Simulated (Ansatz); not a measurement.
CH6GeN2, relaxed with RKS PBE-D4/def2-SVP in Ansatz from a rough embedded geometry. The force threshold is 0.03 eV/Å; the program also tests the step.

Total charge 0; spin multiplicity 1. The bonds changed during the relaxation, so this is another structure than the one it started from.

Start:

```xyz
10

N    -0.058   -1.353   -0.706
C     0.246   -0.008   -0.474
N     1.011    0.117    0.716
Ge   -0.837    0.789    0.902
H     0.811   -1.802   -1.220
H    -0.825   -1.436   -1.447
H     0.555    0.664   -1.336
H     1.569    1.059    0.610
H    -1.596   -0.285    1.844
H    -0.875    2.255    1.111
```

How much energy does the relaxation release, and in how many steps? (Estimate.)

Computed: 166.62 kJ/mol, in 24 steps, 1 of them rejected.

Which bonds change most? (An estimate is asked.)

Ansatz gave: Ge4–H10 from 1.482 to 1.601 Å; C2–N3 from 1.421 to 1.303 Å; N3–Ge4 from 1.975 to 2.078 Å; N3–H8 from 1.101 to 1.023 Å.

Give the relaxed structure. (Estimate.)

Ansatz gave: 
```xyz
10

N    -0.017   -1.246   -0.991
C     0.665   -0.090   -0.858
N     0.367    0.786    0.059
Ge   -1.330    0.652    1.251
H    -0.886   -1.349   -0.448
H     0.110   -1.820   -1.821
H     1.502    0.068   -1.566
H     0.961    1.619    0.076
H    -0.604   -0.476    2.152
H    -0.768    1.855    2.147
```
